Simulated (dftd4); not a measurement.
Cl3In, charge -1, doublet, geometry from GFN2-xTB (such geometries of metal compounds can be far from the true shape) (a state made from the parent by changing its charge; the spin is typed, not shown lowest); dftd4 with D4 for revpbe.

dftd4 was given this input:
```
$ dftd4 mol.xyz --func revpbe --charge -1 --json dftd4.json --noedisp --grad

# file mol.xyz
4

In    -0.08596373    -0.39190952    -0.26174364
Cl     2.34211269     0.17501297    -0.18886085
Cl    -0.83055002    -0.66027628     2.10380886
Cl    -1.26378487     1.61488486    -1.16051046
```

Output, abridged:

```
                    ____  _____ _____     ____  _  _
      -------------|  _ \|  ___|_   _|---|  _ \| || |------------
     |             | | | | |_    | | ___ | | | | || |_           |
     |             | |_| |  _|   | ||___|| |_| |__   _|          |
     |             |____/|_|     |_|     |____/   |_|            |
     |             ===================================           |
     |            E. Caldeweyher, S. Ehlert & S. Grimme          |
     |          Mulliken Center for Theoretical Chemistry        |
     |                    University of Bonn                     |
      -----------------------------------------------------------

Rational (Becke-Johnson) damping: revpbe-D4-ATM
---------------------
  s6         1.0000
  s8         1.7468
  s9         1.0000
  a1         0.5363
  a2         3.0726
 alp        16.0000
--------------------

Dispersion energy:      -1.0520043495762E-02 Eh

Gradient norm:           1.7621343364958E-03 Eh/a0
--------------------------------------------------
     #    Z           dE/dx      dE/dy      dE/dz
--------------------------------------------------
     1   49 In    4.104E-05  1.871E-04  1.249E-04
     2   17 Cl    9.699E-04 -1.501E-04 -2.333E-04
     3   17 Cl   -4.112E-04 -5.137E-04  7.647E-04
     4   17 Cl   -5.997E-04  4.767E-04 -6.563E-04
--------------------------------------------------

Virial:
--------------------------------------------------
      component           x          y          z
--------------------------------------------------
          x       6.364E-03 -1.027E-03 -6.858E-04
          y      -1.027E-03  1.907E-03 -3.127E-03
          z      -6.858E-04 -3.127E-03  4.501E-03
--------------------------------------------------

[Info] Dispersion results written to 'dftd4.txt'
[Info] JSON dump of results written to 'dftd4.json'
```
